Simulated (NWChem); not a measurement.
The numbers come from NWChem runs, not from measurements. System: CH4NO (+1), charge 1, spin multiplicity 1, at a geometry optimised with PBE0/def2-SVP. The structure started from a generated list of species. Level: CR-EOMCCSD(T)/6-31+G* (spherical d), 3 core orbitals frozen.

Output (cleaned and shortened):

```
             Northwest Computational Chemistry Package (NWChem) 7.3.0
             --------------------------------------------------------

                                NWChem Input Module
                                -------------------

 Scaling coordinates for geometry "geometry" by  1.889725989
 (inverse scale =  0.529177249)

 Turning off AUTOSYM since
 SYMMETRY directive was detected!

                             Geometry "geometry" -> ""
                             -------------------------

 Output coordinates in angstroms (scale by  1.889725989 to convert to a.u.)

  No.       Tag          Charge          X              Y              Z
 ---- ---------------- ---------- -------------- -------------- --------------
    1 N                    7.0000     1.10847600    -0.12828500     0.00000000
    2 C                    6.0000    -0.42162100    -0.35279300     0.00000000
    3 O                    8.0000    -1.12045400     0.58196900     0.00000000
    4 H                    1.0000     1.55515800    -0.54789200     0.83114400
    5 H                    1.0000     1.55515800    -0.54789200    -0.83114400
    6 H                    1.0000     1.29873500     0.88657800     0.00000000
    7 H                    1.0000    -0.67502500    -1.43179100     0.00000000

 Effective nuclear repulsion energy (a.u.)      76.6838632703

            Nuclear Dipole moment (a.u.)
            ----------------------------
        X                 Y               Z
 ---------------- ---------------- ----------------
     0.0000000000     0.0000037795     0.0000000000

      Symmetry information
      --------------------

 Group name             Cs
 Group number              2
 Group order               2
 No. of unique centers     6

      Symmetry unique atoms

     1    2    3    4    6    7


 Summary of "ao basis" -> "" (spherical)
 ------------------------------------------------------------------------------
       Tag                 Description            Shells   Functions and Types
 ---------------- ------------------------------  ------  ---------------------
 *                          6-31+g*                   on all atoms

 Summary of "ao basis" -> "ao basis" (spherical)
 ------------------------------------------------------------------------------
       Tag                 Description            Shells   Functions and Types
 ---------------- ------------------------------  ------  ---------------------
 N                          6-31+g*                  8       18   4s3p1d
 C                          6-31+g*                  8       18   4s3p1d
 O                          6-31+g*                  8       18   4s3p1d
 H                          6-31+g*                  2        2   2s

                                 NWChem SCF Module
                                 -----------------

  ao basis        = "ao basis"
  functions       =    62
  atoms           =     7
  closed shells   =    12
  open shells     =     0
  charge          =   1.00
  wavefunction    = RHF
  use symmetry    = T
  symmetry adapt  = T

 Summary of "ao basis" -> "ao basis" (spherical)
 ------------------------------------------------------------------------------
       Tag                 Description            Shells   Functions and Types
 ---------------- ------------------------------  ------  ---------------------
 N                          6-31+g*                  8       18   4s3p1d
 C                          6-31+g*                  8       18   4s3p1d
 O                          6-31+g*                  8       18   4s3p1d
 H                          6-31+g*                  2        2   2s

      Symmetry analysis of basis
      --------------------------

        a'         45
        a"         17

 Forming initial guess at       0.0s

      Superposition of Atomic Density Guess
      -------------------------------------

 Sum of atomic energies:        -168.70880553

 Renormalizing density from      25.00 to     24

      Non-variational initial energy
      ------------------------------

 Total energy =    -165.508790
 1-e energy   =    -365.232227
 2-e energy   =     123.039574
 HOMO         =      -0.779064
 LUMO         =      -0.396881
[...]
 creom_N i2_2 nr of boxes                    72
 creom_N i2_3 nr of boxes                    33
 creom_N i2_4 nr of boxes                    72

CR-EOMCCSD(T) triples loop cpu wall            22.1           22.1

 CR-EOMCCSD(T)  total energy / hartree       =      -169.354117218386079
 CR-EOMCCSD(T)  excitation energy (eV)       =      9.96929

 =========================================
 Excited-state calculation ( a"  symmetry)
 =========================================
 Dim. of EOMCC iter. space      500

 EOMCCSD SOLVER TYPE  1
  maxdiff =   0.66032090834181312

 No. of initial right vectors    2

 EOM-CCSD right-hand side iterations
 --------------------------------------------------------------
      Residuum       Omega / hartree  Omega / eV    Cpu    Wall
 --------------------------------------------------------------

 Iteration   1 using    2 trial vectors
   0.7547448184664   0.3558919909792    9.68432
   0.6705081620637   0.5476636764413   14.90269     0.7     0.7

 Iteration   2 using    4 trial vectors
   0.1652769542342   0.2118963860168    5.76600
   0.1223869384734   0.4069166479598   11.07277     0.5     0.5

 Iteration   3 using    6 trial vectors
   0.0783778120572   0.2002421140257    5.44887
   0.0620702007215   0.3998226077437   10.87973     0.6     0.6

 Iteration   4 using    8 trial vectors
   0.0332762689390   0.1966761635881    5.35183
   0.0319855987897   0.3974931503921   10.81634     0.6     0.6

 Iteration   5 using   10 trial vectors
   0.0142053987556   0.1960624177161    5.33513
   0.0183852724976   0.3963086800114   10.78411     0.6     0.6

 Iteration   6 using   12 trial vectors
   0.0064561092656   0.1958037626754    5.32809
   0.0107714341014   0.3960221875031   10.77632     0.7     0.7

 Iteration   7 using   14 trial vectors
   0.0026840871012   0.1957947163234    5.32785
   0.0080841481610   0.3959714163957   10.77494     0.6     0.6

 Iteration   8 using   16 trial vectors
   0.0010859717290   0.1957963207724    5.32789
   0.0066997290953   0.3958651390473   10.77204     0.6     0.6

 Iteration   9 using   18 trial vectors
   0.0004448661409   0.1957851867033    5.32759
   0.0043992308856   0.3958536168017   10.77173     0.7     0.7

 Iteration  10 using   20 trial vectors
   0.0001961656985   0.1957869354969    5.32764
   0.0022571348114   0.3958460526019   10.77152     0.7     0.7

 Iteration  11 using   22 trial vectors
   0.0001051488426   0.1957871645428    5.32764
   0.0011471888954   0.3958371809692   10.77128     0.6     0.6

 Iteration  12 using   24 trial vectors
   0.0000549465546   0.1957869381875    5.32764
   0.0010079454154   0.3958332783505   10.77118     0.6     0.6

 Iteration  13 using   26 trial vectors
   0.0000234243970   0.1957868591895    5.32763
   0.1389985218429   0.3930047434885   10.69421     0.7     0.7

 Iteration  14 using   28 trial vectors
   0.0000088353503   0.1957867095034    5.32763
   0.0618726682170   0.3729215006290   10.14771     0.7     0.7

 Iteration  15 using   29 trial vectors
   0.0000053643117   0.1957866732686    5.32763
   0.0313000832047   0.3706697324673   10.08644     0.4     0.4

 Iteration  16 using   30 trial vectors
   0.0000047232049   0.1957866647166    5.32763
   0.0146232358330   0.3699150534983   10.06591     0.4     0.4

 Iteration  17 using   31 trial vectors
   0.0000046945593   0.1957866631925    5.32763
   0.0072645625372   0.3696990338711   10.06003     0.4     0.4

 Iteration  18 using   32 trial vectors
   0.0000046298682   0.1957866639415    5.32763
   0.0032437891934   0.3697077893624   10.06027     0.4     0.4

 Iteration  19 using   33 trial vectors
   0.0000046145559   0.1957866649961    5.32763
   0.0016433841501   0.3696839789351   10.05962     0.4     0.4

 Iteration  20 using   34 trial vectors
   0.0000045977614   0.1957866666458    5.32763
   0.0009600604427   0.3696819503621   10.05956     0.4     0.4

 Iteration  21 using   35 trial vectors
   0.0000045980081   0.1957866656762    5.32763
   0.0005644900394   0.3696801654447   10.05951     0.4     0.4

 Iteration  22 using   36 trial vectors
   0.0000045975042   0.1957866656942    5.32763
   0.0003457094193   0.3696780358037   10.05946     0.4     0.4

 Iteration  23 using   37 trial vectors
   0.0000046028037   0.1957866655943    5.32763
   0.0002351593020   0.3696747365697   10.05937     0.4     0.4

 Iteration  24 using   38 trial vectors
   0.0000046103031   0.1957866652806    5.32763
   0.0001523398456   0.3696744328342   10.05936     0.3     0.3

 Iteration  25 using   39 trial vectors
   0.0000045488841   0.1957866617956    5.32763
   0.0000731995529   0.3696748212082   10.05937     0.2     0.2

 Iteration  26 using   40 trial vectors
   0.0000045403377   0.1957866610570    5.32763
   0.0000335126936   0.3696747464490   10.05937     0.3     0.3

 Iteration  27 using   41 trial vectors
   0.0000044910656   0.1957866615498    5.32763
   0.0000168438530   0.3696749262366   10.05937     0.3     0.3

 Iteration  28 using   42 trial vectors
   0.0000044948851   0.1957866613107    5.32763
   0.0000093224175   0.3696748869159   10.05937     0.2     0.2
 --------------------------------------------------------------
 Iterations converged
 ------------------

 Excited state root  1
 Excitation energy / hartree =        0.195786661310716
                   / eV      =        5.327628392022432
 largest EOMCCSD amplitudes: R1 and R2

 Singles contributions
    14a"  (alpha) ---     9a'  (alpha)       -0.1157337081
    14a"  (alpha) ---    12a'  (alpha)       -0.8342764082
    17a"  (alpha) ---    12a'  (alpha)        0.3270191616
    20a"  (alpha) ---    12a'  (alpha)       -0.1340646876

 Doubles contributions
    14a"  (alpha)    14a"  (beta ) ---    12a'  (alpha)    11a"  (beta )        0.1107142445
    14a"  (alpha)    14a"  (beta ) ---    11a"  (alpha)    12a'  (beta )        0.1107142445
 ------------------

 Excited state root  2
 Excitation energy / hartree =        0.369674886915939
                   / eV      =       10.059369776092337
 largest EOMCCSD amplitudes: R1 and R2

 Singles contributions
    14a"  (alpha) ---     7a'  (alpha)        0.1152824466
    14a"  (alpha) ---     9a'  (alpha)       -0.1682562364
    14a"  (alpha) ---    10a'  (alpha)        0.8126609990
    17a"  (alpha) ---    10a'  (alpha)       -0.3193484041
    20a"  (alpha) ---    10a'  (alpha)        0.1297618912

 Doubles contributions
    14a"  (alpha)    14a"  (beta ) ---    10a'  (alpha)    11a"  (beta )       -0.1121167423
    14a"  (alpha)    14a"  (beta ) ---    11a"  (alpha)    10a'  (beta )       -0.1121167423
======= CR-EOMCCSD(T) calculation ======
corresponding R0 value =     0.000000

CR-EOMCCSD(T) Intermediates cpu wall time             0.6            0.6
 creom_N i2_1 nr of boxes                    33
 creom_N i2_2 nr of boxes                    72
 creom_N i2_3 nr of boxes                    33
 creom_N i2_4 nr of boxes                    72

CR-EOMCCSD(T) triples loop cpu wall            12.1           12.1

 CR-EOMCCSD(T)  total energy / hartree       =      -169.528204737731215
 CR-EOMCCSD(T)  excitation energy (eV)       =      5.23212

======= CR-EOMCCSD(T) calculation ======
corresponding R0 value =     0.000000

CR-EOMCCSD(T) Intermediates cpu wall time             0.8            0.8
 creom_N i2_1 nr of boxes                    33
 creom_N i2_2 nr of boxes                    72
 creom_N i2_3 nr of boxes                    33
 creom_N i2_4 nr of boxes                    72

CR-EOMCCSD(T) triples loop cpu wall             8.7            8.7

 CR-EOMCCSD(T)  total energy / hartree       =      -169.353870513734392
 CR-EOMCCSD(T)  excitation energy (eV)       =      9.97600

 Task  times  cpu:       97.8s     wall:       97.8s

 Total times  cpu:       97.9s     wall:       97.9s
```

Task: Write an NWChem input that would produce this output.

Result: Several could match; the one computed here: 
```
start mol
memory heap 100 mb stack 700 mb global 1900 mb
charge 1
geometry units angstroms nocenter noautoz
  N      1.108476    -0.128285     0.000000
  C     -0.421621    -0.352793     0.000000
  O     -1.120454     0.581969     0.000000
  H      1.555158    -0.547892     0.831144
  H      1.555158    -0.547892    -0.831144
  H      1.298735     0.886578     0.000000
  H     -0.675025    -1.431791     0.000000
  symmetry group Cs
end
basis spherical
  * library 6-31+g*
end
scf
  rhf
  nopen 0
  maxiter 100
  thresh 1e-7
  semidirect memsize 60000000 filesize 0
end
tce
  freeze core 3
  creomsd(t)
  nroots 2
  2eorb
  2emet 13
  thresh 1e-5
  maxiter 200
  tilesize 24
end
task tce energy
```
